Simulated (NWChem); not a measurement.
System: C3H5FO; SMILES C(/OC)=C\F

Output (shortened):

```
             Northwest Computational Chemistry Package (NWChem) 7.3.0
             --------------------------------------------------------

                             Geometry "geometry" -> ""
                             -------------------------

 Output coordinates in angstroms (scale by  1.889725989 to convert to a.u.)

  No.       Tag          Charge          X              Y              Z
 ---- ---------------- ---------- -------------- -------------- --------------
    1 C                    6.0000    -0.30777838     2.27425290    -0.07482408
    2 O                    8.0000     0.48205763     1.11602190     0.07696193
    3 C                    6.0000    -0.19145238    -0.05213910     0.09210093
    4 C                    6.0000     0.44252763    -1.22752610    -0.07650508
    5 F                    9.0000    -0.24822538    -2.37016310     0.00656493
    6 H                    1.0000     0.37651763     3.13279390     0.00735093
    7 H                    1.0000    -1.08342738     2.35750490     0.72759593
    8 H                    1.0000    -0.81563438     2.31292590    -1.07061808
    9 H                    1.0000    -1.28983438    -0.01859310     0.28860893
   10 H                    1.0000     1.53016463    -1.34886510    -0.27234808

 Effective nuclear repulsion energy (a.u.)     169.3528113020

                                Z-matrix (autoz)
                                --------

 Units are Angstrom for bonds and degrees for angles

[...]

      ----------------------
      Optimization converged
      ----------------------

  Step       Energy      Delta E   Gmax     Grms     Xrms     Xmax
  ---- ---------------- -------- -------- -------- -------- --------
@   47    -291.80136805  1.1D-10  0.00000  0.00000  0.00001  0.00002
                                     ok       ok       ok       ok

                                Z-matrix (autoz)
                                --------

 Units are Angstrom for bonds and degrees for angles

[...]

 Rotational Constants
 --------------------
 A=   0.973109 cm-1  (  1.400055 K)
 B=   0.073829 cm-1  (  0.106221 K)
 C=   0.070639 cm-1  (  0.101632 K)

 Temperature                      =   298.15K
 frequency scaling parameter      =   1.0000

 Zero-Point correction to Energy  =   48.640 kcal/mol  (  0.077513 au)
 Thermal correction to Energy     =   52.281 kcal/mol  (  0.083315 au)
 Thermal correction to Enthalpy   =   52.873 kcal/mol  (  0.084259 au)

 Total Entropy                    =   75.502 cal/mol-K
   - Translational                =   38.884 cal/mol-K (mol. weight =  76.0324)
   - Rotational                   =   25.256 cal/mol-K (symmetry #  =        1)
   - Vibrational                  =   11.362 cal/mol-K

 Cv (constant volume heat capacity) =   18.395 cal/mol-K
   - Translational                  =    2.979 cal/mol-K
   - Rotational                     =    2.979 cal/mol-K
   - Vibrational                    =   12.436 cal/mol-K

[normal modes left out]

 ----------------------------------------------------------------------------
 Normal Eigenvalue ||           Projected Infra Red Intensities
  Mode   [cm**-1]  || [atomic units] [(debye/angs)**2] [(KM/mol)] [arbitrary]
 ------ ---------- || -------------- ----------------- ---------- -----------
    1       -0.000 ||    0.000279           0.006         0.272       0.096
    2       -0.000 ||    0.000000           0.000         0.000       0.000
    3        0.000 ||    0.000282           0.007         0.275       0.097
    4        0.000 ||    0.000530           0.012         0.517       0.182
    5        0.000 ||    0.000410           0.009         0.400       0.141
    6        0.000 ||    0.001329           0.031         1.296       0.457
    7       82.443 ||    0.004070           0.094         3.967       1.400
    8      175.987 ||    0.000366           0.008         0.357       0.126
    9      207.080 ||    0.001186           0.027         1.156       0.408
   10      357.199 ||    0.009416           0.217         9.179       3.239
   11      463.400 ||    0.006112           0.141         5.959       2.103
   12      536.134 ||    0.005181           0.120         5.051       1.782
   13      833.203 ||    0.008199           0.189         7.993       2.820
   14      924.861 ||    0.056026           1.293        54.617      19.272
   15     1074.657 ||    0.026404           0.609        25.740       9.083
   16     1176.872 ||    0.010477           0.242        10.214       3.604
   17     1178.424 ||    0.007803           0.180         7.607       2.684
   18     1214.397 ||    0.154163           3.557       150.286      53.030
   19     1285.721 ||    0.060907           1.405        59.375      20.951
   20     1296.537 ||    0.009313           0.215         9.078       3.203
   21     1326.530 ||    0.328993           7.590       320.718     113.170
   22     1461.086 ||    0.012522           0.289        12.207       4.308
   23     1472.197 ||    0.003575           0.082         3.485       1.230
   24     1481.372 ||    0.015343           0.354        14.957       5.278
   25     1805.308 ||    0.003013           0.070         2.937       1.037
   26     3015.421 ||    0.067060           1.547        65.374      23.068
   27     3094.459 ||    0.042107           0.971        41.048      14.484
   28     3160.436 ||    0.016114           0.372        15.709       5.543
   29     3177.323 ||    0.014121           0.326        13.766       4.858
   30     3239.411 ||    0.006817           0.157         6.645       2.345
 ----------------------------------------------------------------------------
```

Level: PBE0/def2-SVP. 

Task: Reconstruct the input file.

Result: This is not unique; one that fits is the input that was run:
```
start job
memory heap 200 mb stack 900 mb global 1100 mb
geometry units angstroms noautosym
  C     -0.308024     2.269250    -0.080291
  O      0.481812     1.111019     0.071495
  C     -0.191698    -0.057142     0.086634
  C      0.442282    -1.232529    -0.081972
  F     -0.248471    -2.375166     0.001098
  H      0.376272     3.127791     0.001884
  H     -1.083673     2.352502     0.722129
  H     -0.815880     2.307923    -1.076085
  H     -1.290080    -0.023596     0.283142
  H      1.529919    -1.353868    -0.277815
end
basis spherical
  * library def2-svp
end
dft
  xc pbe0
  grid fine
  iterations 150
end
driver
  maxiter 120
  tight
end
task dft optimize
task dft freq
```
